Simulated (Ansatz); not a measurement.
Stepwise reaction of `F[Si](Cl)(Cl)[O][GeH3]` with hydrogen, as a gas-phase model of exchange steps in deposition or etching. ΔE in kJ/mol; ΔG adds harmonic PBE0-D4 terms to CCSD(T)/CBS, at 1 bar.

Program: Ansatz. Geometries: PBE0-D4/def2-TZVP. ΔE: electronic, gas phase. CCSD(T)/CBS adds triple-zeta CCSD(T) − MP2 to the extrapolated MP2 energy (def2 sets, frozen cores). This one scheme is used for every species. DFT in def2-TZVPP. B3LYP here is the variant with VWN-RPA as its local correlation; programs differ in this. For Ge outer-core shells are correlated without core-valence functions, which leaves a few kJ/mol of doubt a bond. Scalar relativity is left out up to krypton. One conformer a species, not always the lowest.

```tsv
step	reaction	PBE-D4	B3LYP-D4	ωB97M-V	CCSD(T)/CBS	ΔG(400 K)
1	`F[Si](Cl)(Cl)[O][GeH3]` + H₂ → `F[SiH](Cl)[O][GeH3]` + HCl	78.0	76.8	78.5	76.7	74.0
```

Problem. Give the row of step 2, `F[SiH](Cl)[O][GeH3]` + H₂ → `F[SiH2][O][GeH3]` + HCl. (Estimate.)

Solution. Ansatz gave: 
| step | reaction | PBE-D4 | B3LYP-D4 | ωB97M-V | CCSD(T)/CBS | ΔG(400 K) |
| --- | --- | --- | --- | --- | --- | --- |
| 2 | `F[SiH](Cl)[O][GeH3]` + H₂ → `F[SiH2][O][GeH3]` + HCl | 96.9 | 95.5 | 97.9 | 95.7 | 91.3 |

Problem. By hand: ΔE of the 2 steps together at CCSD(T)/CBS.

Solution. (76.7) + (95.7) = 172.4 kJ/mol, or 86.2 kJ/mol a step.

In ΔE each step is higher than the one before. All are uphill at CCSD(T)/CBS. ΔG lies between 74.0 and 91.3 kJ/mol a step. PBE-D4 differs from CCSD(T)/CBS by 1.2 to 1.3 kJ/mol a step. Isolated molecules leave out the surface, adducts and barriers. Largest T1 diagnostic: 0.012.
